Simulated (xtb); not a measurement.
Input file for xtb: GFN2-xTB on C2H7Al (SMILES [CH3][AlH][CH3]), a point of a torsion scan.

```
$ xtb mol.xyz --gfn 2 --opt vtight --chrg 0 --uhf 0 --input xcontrol
10

C      1.67460137     0.27046190    -0.22191542
Al     0.03749155    -0.37873914     0.72048485
C      0.28172830    -1.01578598     2.60943961
H      2.01999580    -0.54982688    -0.87040574
H      1.44700186     1.19738146    -0.77439803
H      2.42021225     0.51763747     0.56990505
H     -1.34553547     0.33261084     0.31596606
H      0.47331235    -0.16314700     3.28707676
H     -0.57798699    -1.63398385     2.87770594
H      1.19214794    -1.67007455     2.59750886
$constrain
  force constant=1.0
  dihedral: 4,1,2,3,100.0
$end
```

It printed:

```
[...]
           -------------------------------------------------
          |                Calculation Setup                |
           -------------------------------------------------



           -------------------------------------------------
          |                 G F N 2 - x T B                 |
           -------------------------------------------------

        Reference                      10.1021/acs.jctc.8b01176
      * Hamiltonian:
        H0-scaling (s, p, d)           1.850000    2.230000    2.230000
        zeta-weighting                 0.500000
      * Dispersion:
        s8                             2.700000
        a1                             0.520000
        a2                             5.000000
        s9                             5.000000
      * Repulsion:
        kExp                           1.500000    1.000000
        rExp                           1.000000
      * Coulomb:
        alpha                          2.000000
        third order                    shell-resolved
        anisotropic                    true
        a3                             3.000000
        a5                             4.000000
        cn-shift                       1.200000
        cn-exp                         4.000000
        max-rad                        5.000000


          ...................................................
          :                      SETUP                      :
          :.................................................:
          :  # basis functions                  25          :
          :  # atomic orbitals                  24          :
          :  # shells                           14          :
          :  # electrons                        18          :
          :  max. iterations                   250          :
          :  Hamiltonian                  GFN2-xTB          :
          :  restarted?                      false          :
          :  GBSA solvation                  false          :
          :  PC potential                    false          :
          :  electronic temp.          300.0000000     K    :
          :  accuracy                    1.0000000          :
          :  -> integral cutoff          0.2500000E+02      :
          :  -> integral neglect         0.1000000E-07      :
          :  -> SCF convergence          0.1000000E-05 Eh   :
          :  -> wf. convergence          0.1000000E-03 e    :
          :  Broyden damping             0.4000000          :
          :  net charge                          0          :
          :  unpaired electrons                  0          :
          ...................................................

 iter      E             dE          RMSdq      gap      omega  full diag
   1     -8.9243661 -0.892437E+01  0.148E+01    3.51       0.0  T
   2     -8.9724501 -0.480839E-01  0.894E+00    2.93       1.0  T
   3     -8.9639986  0.845149E-02  0.307E+00    2.76       1.0  T
   4     -8.9765797 -0.125811E-01  0.161E+00    3.49       1.0  T
   5     -8.9807821 -0.420233E-02  0.490E-01    3.32       1.0  T
   6     -8.9810096 -0.227560E-03  0.101E-01    3.20       1.0  T
   7     -8.9810477 -0.380513E-04  0.603E-02    3.22       1.0  T
   8     -8.9810490 -0.127720E-05  0.328E-02    3.22       1.0  T
   9     -8.9810515 -0.253368E-05  0.109E-02    3.22       2.9  T
  10     -8.9810515 -0.345323E-07  0.454E-03    3.22       7.0  T
  11     -8.9810515  0.178119E-07  0.305E-03    3.22      10.4  T
  12     -8.9810515 -0.244705E-07  0.297E-04    3.22     106.6  T
  13     -8.9810515 -0.990568E-10  0.959E-05    3.22     329.8  T

   *** convergence criteria satisfied after 13 iterations ***

         #    Occupation            Energy/Eh            Energy/eV
      -------------------------------------------------------------
         1        2.0000           -0.5659461             -15.4002
       ...           ...                  ...                  ...
         3        2.0000           -0.4668845             -12.7046
         4        2.0000           -0.4633432             -12.6082
         5        2.0000           -0.4612514             -12.5513
         6        2.0000           -0.4548829             -12.3780
         7        2.0000           -0.4516219             -12.2893
         8        2.0000           -0.3768086             -10.2535
         9        2.0000           -0.3623889              -9.8611 (HOMO)
        10                         -0.2441772              -6.6444 (LUMO)
        11                         -0.1479287              -4.0253
        12                         -0.1335550              -3.6342
        13                         -0.1144218              -3.1136
        14                         -0.0257279              -0.7001
       ...                                ...                  ...
        24                          0.8726503              23.7460
      -------------------------------------------------------------
                  HL-Ga
[...]
      ...        0 min,  0.000 sec (  0.368%)
 integral evaluation            ...        0 min,  0.001 sec ( 21.685%)
 iterations                     ...        0 min,  0.001 sec ( 31.114%)
 molecular gradient             ...        0 min,  0.001 sec ( 40.387%)
 printout                       ...        0 min,  0.000 sec (  3.292%)

         :::::::::::::::::::::::::::::::::::::::::::::::::::::
         ::                     SUMMARY                     ::
         :::::::::::::::::::::::::::::::::::::::::::::::::::::
         :: total energy              -8.884386797273 Eh    ::
         :: gradient norm              0.000031624646 Eh/a0 ::
         :: HOMO-LUMO gap              4.794149966467 eV    ::
         ::.................................................::
         :: SCC energy                -9.006728754269 Eh    ::
         :: -> isotropic ES            0.028552315005 Eh    ::
         :: -> anisotropic ES          0.004537225874 Eh    ::
         :: -> anisotropic XC         -0.002827052515 Eh    ::
         :: -> dispersion             -0.003507150168 Eh    ::
         :: repulsion energy           0.122341923441 Eh    ::
         :: add. restraining           0.000000033556 Eh    ::
         :: total charge               0.000000000000 e     ::
         :::::::::::::::::::::::::::::::::::::::::::::::::::::

           -------------------------------------------------
          |                Property Printout                |
           -------------------------------------------------

    * Orbital Energies and Occupations

         #    Occupation            Energy/Eh            Energy/eV
      -------------------------------------------------------------
         1        2.0000           -0.5699404             -15.5089
         2        2.0000           -0.5625286             -15.3072
         3        2.0000           -0.4695650             -12.7775
         4        2.0000           -0.4570388             -12.4367
         5        2.0000           -0.4569514             -12.4343
         6        2.0000           -0.4537675             -12.3476
         7        2.0000           -0.4530653             -12.3285
         8        2.0000           -0.3779527             -10.2846
         9        2.0000           -0.3724462             -10.1348 (HOMO)
        10                         -0.1962645              -5.3406 (LUMO)
        11                         -0.1745171              -4.7489
        12                         -0.1036477              -2.8204
        13                         -0.0948656              -2.5814
        14                         -0.0817052              -2.2233
        15                         -0.0039949              -0.1087
        16                          0.1821341               4.9561
        17                          0.1993216               5.4238
        18                          0.2125090               5.7827
        19                          0.2174513               5.9171
        20                          0.2212447               6.0204
       ...                                ...                  ...
        24                          1.0106834              27.5021
      -------------------------------------------------------------
                  HL-Gap            0.1761818 Eh            4.7941 eV
             Fermi-level           -0.2843553 Eh           -7.7377 eV

     #   Z          covCN         q      C6AA      α(0)
     1   6 C        3.608    -0.218    25.472     7.291
     2  13 Al       2.554     0.286    96.555    20.126
     3   6 C        3.608    -0.218    25.465     7.290
     4   1 H        0.924     0.049     2.330     2.387
     5   1 H        0.924     0.055     2.255     2.348
     6   1 H        0.924     0.055     2.260     2.351
     7   1 H        0.880    -0.170     8.806     4.645
     8   1 H        0.924     0.050     2.326     2.385
     9   1 H        0.924     0.059     2.206     2.323
    10   1 H        0.924     0.051     2.313     2.378

 Mol. C6AA /au·bohr⁶  :        995.955985
 Mol. C8AA /au·bohr⁸  :      35897.577041
 Mol. α(0) /au        :         53.524730


Wiberg/Mayer (AO) data.
largest (>0.10) Wiberg bond orders for each atom

 ---------------------------------------------------------------------------
     #   Z sym  total        # sym  WBO       # sym  WBO       # sym  WBO
 ---------------------------------------------------------------------------
     1   6 C    3.911 --     2 Al   1.054     4 H    0.923     5 H    0.920
                             6 H    0.918
     2  13 Al   3.431 --     3 C    1.055     1 C    1.054     7 H    0.878
     3   6 C    3.911 --     2 Al   1.055     8 H    0.922    10 H    0.922
                             9 H    0.917
     4   1 H    0.998 --     1 C    0.923
     5   1 H    0.997 --     1 C    0.920
     6   1 H    0.997 --     1 C    0.918
     7   1 H    0.971 --     2 Al   0.878
     8   1 H    0.998 --     3 C    0.922
     9   1 H    0.996 --     3 C    0.917
    10   1 H    0.997 --     3 C    0.922
 ---------------------------------------------------------------------------

Topologies differ in total number of bonds
Writing topology from bond orders to xtbtopo.mol

molecular dipole:
                 x           y           z       tot (Debye)
 q only:        0.357      -0.047       0.166
   full:        0.517      -0.070       0.232       1.452
molecular quadrupole (traceless):
                xx          xy          yy          xz          yz          zz
 q only:       -1.118       0.074       0.421       0.129      -0.135       0.696
  q+dip:       -0.945       0.496      -1.322      -0.399      -1.941       2.267
   full:       -3.166       0.062       2.397      -0.255       0.962       0.768

           -------------------------------------------------
          |                Geometry Summary                 |
           -------------------------------------------------

      molecular mass/u    :       58.0585956
   center of mass at/Å    :        0.5761273      -0.2850198       1.0306325
  moments of inertia/u·Å² :        0.2154037E+02   0.1090499E+03   0.1244242E+03
rotational constants/cm⁻¹ :        0.7826065E+00   0.1545864E+00   0.1354852E+00

 * 9 selected distances

     #   Z          #   Z                                           value/Å
     1   6 C        2  13 Al                                      1.9895835
     2  13 Al       3   6 C                                       1.9898578 (max)
     1   6 C        4   1 H                                       1.0962064 (min)
     1   6 C        5   1 H                                       1.0967374
     1   6 C        6   1 H                                       1.0969033
     2  13 Al       7   1 H                                       1.5527534
     3   6 C        8   1 H                                       1.0963871
     3   6 C        9   1 H                                       1.0972494
     3   6 C       10   1 H                                       1.0964194

 * 3 distinct bonds (by element types)

   Z      Z             #   av. dist./Å        max./Å        min./Å
   1 H    6 C           6     1.0966505     1.0972494     1.0962064
Note: The following floating-point exceptions are signalling: IEEE_UNDERFLOW_FLAG IEEE_DENORMAL
normal termination of xtb
   1 H   13 Al          1     1.5527534     1.5527534     1.5527534
   6 C   13 Al          2     1.9897207     1.9898578     1.9895835


optimized geometry written to: xtbopt.xyz


           -------------------------------------------------
          | TOTAL ENERGY               -8.884386797273 Eh   |
          | GRADIENT NORM               0.000031624646 Eh/α |
          | HOMO-LUMO GAP               4.794149966467 eV   |
           -------------------------------------------------

------------------------------------------------------------------------
------------------------------------------------------------------------
 total:
 SCF:
 ANC optimizer:
```

The run finished.

Warnings raised: the energy holds the restraint's term.

Cost: very roughly 0.12 core-seconds.
